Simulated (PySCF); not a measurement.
**Dipole response of Cr (chromium, neutral)**

[Ar] 3d5 4s1, high-spin 7S determinant. Computed with PySCF 2.14 in ANO-RCC-VTZP, with scalar relativity by spin-free X2C-1e. Coupled (time-dependent) response in atomic units; α is the mean over directions. The basis has no added diffuse functions, which lowers α and C₆.

```
method  mean α (bohr³)  C₆ (like pair)  S(−4)
PBEsol           61.98           450.3   3157
```

S(−4) is the Cauchy moment in α(ω) = α(0) + S(−4) ω² + …

Reference α: 83 ± 12 bohr³ (recommended; Schwerdtfeger and Nagle, table of static dipole polarizabilities (2023 update)). Published C₆: 602.0 (Chu and Dalgarno (2004); Tang, Norbeck and Certain (1976)).

α(iu) at PBEsol:

```tsv
u (hartree)	α(iu) (bohr³)
0	61.98
0.0500	55.06
0.100	41.70
0.200	22.47
0.300	13.88
0.500	7.598
0.750	5.000
1.00	3.798
1.50	2.524
2.00	1.803
3.00	1.030
5.00	0.4508
```
